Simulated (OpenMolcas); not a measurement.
**Computed transition rates of N+**

```json
{
 "Program": "OpenMolcas",
 "Method": "MS-CASPT2, IPEA 0.25 Eh, imaginary shift 0.1 Eh (closed shells correlated: 1s)",
 "Basis": "ANO-RCC-VTZP [4s3p2d1f]",
 "Scalar Hamiltonian": "DKH2, point nucleus",
 "Active space": "4 electrons in 4 orbitals (2s 2p)",
 "State averaging": "2S+1 = 3 even, 6 roots; 2S+1 = 1 even, 6 roots kept (CI in the orbitals of an earlier block); 2S+1 = 5 odd, 1 root; 2S+1 = 3 odd, 9 roots kept (CI in the orbitals of an earlier block); 2S+1 = 1 odd, 8 roots kept (CI in the orbitals of an earlier block)",
 "Spin-orbit coupling": "RASSI with atomic mean-field integrals over the reference wave functions, term energies averaged over their components"
}
```

Rates come from the transition moments of the reference wave functions (E1 and E2 in the length form). At fixed line strength A goes as λ^-3 for E1 and M1 and as λ^-5 for E2, so a rate at the computed wavelength can be rescaled to the measured one. Measured vacuum wavelengths follow from level energies in NIST Handbook of Basic Atomic Spectroscopic Data. Branching counts decays inside the model space alone, at computed energies, and the table is only a selection of the E2 and M1 lines, drawn from those between levels with measured partners whose computed energy lies within a factor of 1.5 of the measured one.

```csv
Upper,Lower,Type,λ computed (nm),λ measured (nm),A computed (s-1),A rescaled (s-1),Branching %
2s2 2p2 1S0,2s2 2p2 1D2,E2,604.2,575.6,9.11e-01,1.16e+00,97.0
2s2 2p2 1S0,2s2 2p2 3P1,M1,313.8,306.4,2.78e-02,,3.0
2s2 2p2 1D2,2s2 2p2 3P2,M1,656.6,658.5,2.36e-03,,74.5
2s2 2p2 1D2,2s2 2p2 3P1,M1,652.9,655,8.00e-04,,25.3
```

Spin-changing lines and M1 lines between different terms are not rescaled, since their strength hangs on the term gaps too.

The largest correction is for 2s2 2p2 1S0 → 2s2 2p2 1D2 (E2): 9.11e-01 × (604.2 / 575.6)^5 = 1.16e+00 s-1, a factor of 1.27.

The computed rate and branching of 2s2 2p2 1S0 → 2s2 2p2 1D2 give the upper level a radiative lifetime of 0.970 / 9.11e-01 s-1 = 1.06e+00 s, counting decays inside the model space alone. The rescaled rate gives about 8.4e-01 s.

No measured rate stands beside these. Rescaling mends the energy factor alone: line strengths can still be far off where a level mixes with configurations outside the active space, and weak or spin-changing lines hang on small mixing coefficients that depend on the term gaps too, so rescaling need not improve them.

Term energies are means over components that CASPT2 splits; among the terms shown or strongly mixed into the levels shown the widest spread is 42 cm-1 (2s2 2p2 1D). Over all roots computed the reference weight is 0.94 to 0.99; the roots of lowest weight are the least certain, and an intruder state may touch them. Terms from blocks run as CI alone lack orbitals of their own. Measured partners are found by configuration, term and J. A level has none where our copy of the source lacks it or the pairing is in doubt (some pairs that miss far off the trend of their configuration count as doubtful). Only configurations of the active space appear.
